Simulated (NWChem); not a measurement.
InI$_{3}$; SMILES [I][In]([I])[I]

Results from NWChem. Coordinates come from a PBE0/def2-SVP optimisation. Not confirmed as a minimum by frequencies. def2 effective core potentials on In, I; no spin-orbit coupling. Ions are spin-unrestricted doublets at the neutral geometry; other ion states weren't tried.

For level PBE/def2-SVP:

```
Property                               Value
-------------------------------------  -----
vertical ionisation energy, ΔSCF (eV)   8.94
−ε(HOMO) (eV)                           6.62
```

Task: Estimate the same quantities for level CAM-B3LYP/def2-SVP.

Result: 
| Quantity | Value |
|---|---|
| vertical ionisation energy, ΔSCF (eV) | 9.81 |
| −ε(HOMO) (eV) | 8.97 |
